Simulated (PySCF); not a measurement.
C₂H₆ClFSi₂, SMILES F[C@H]1C[SiH2][Si@H]1Cl. Atoms are numbered in the order given.

```xyz
12

F      0.3952    -2.3024    -0.4531
C     -0.1398    -1.0978    -0.8671
C     -1.5338    -0.7995    -0.2811
Si    -1.5297     1.1198    -0.4603
Si     0.7436     0.5494    -0.3841
Cl     1.4066     0.4564     1.5913
H     -0.2083    -1.1182    -1.9743
H     -1.5097    -1.0152     0.8013
H     -2.3528    -1.3819    -0.7304
H     -2.1747     1.8706     0.6495
H     -2.0450     1.5937    -1.7768
H      1.8680     1.0286    -1.2327
```

Geometry: B3LYP-D3(BJ)/def2-SVP. The structure was generated by enumeration; whether it is a known compound was not checked.

All values below come from TDDFT-M06-2X/def2-SVPD run with PySCF.

Vertical excitations. Gas-phase values at a fixed geometry.

Computed UV-visible absorptions:
```
state  energy (eV)  λ (nm)      f                                                                main pairs
-----  -----------  ------  -----  ------------------------------------------------------------------------
S1            5.51     225  0.014                                                            HOMO→LUMO 95 %
S2            6.31     196  0.006                                                          HOMO−1→LUMO 95 %
S3            6.55     189  0.117                                        HOMO→LUMO+2 62 %, HOMO→LUMO+1 24 %
S4            6.60     188  0.233                                        HOMO→LUMO+1 66 %, HOMO→LUMO+2 26 %
S5            7.05     176  0.008                                                        HOMO−1→LUMO+1 71 %
S6            7.13     174  0.011                                                          HOMO→LUMO+3 82 %
S7            7.34     169  0.006                                                          HOMO−2→LUMO 78 %
S8            7.53     165  0.014                                    HOMO−1→LUMO+2 67 %, HOMO−1→LUMO+1 11 %
S9            7.57     164  0.011                      HOMO→LUMO+4 45 %, HOMO−3→LUMO 13 %, HOMO−2→LUMO 10 %
S10           7.83     158  0.007  HOMO−3→LUMO 22 %, HOMO−4→LUMO 21 %, HOMO−2→LUMO+1 13 %, HOMO→LUMO+4 11 %
T1            5.02     247      0                                                            HOMO→LUMO 95 %
T2            5.53     224      0                                                          HOMO→LUMO+1 84 %
T3            6.03     206      0                                                          HOMO−1→LUMO 92 %
T4            6.09     204      0                                                          HOMO→LUMO+2 86 %
```
Triplets are in the Tamm–Dancoff approximation, which puts them higher than full response would, so one can lie above its singlet here.
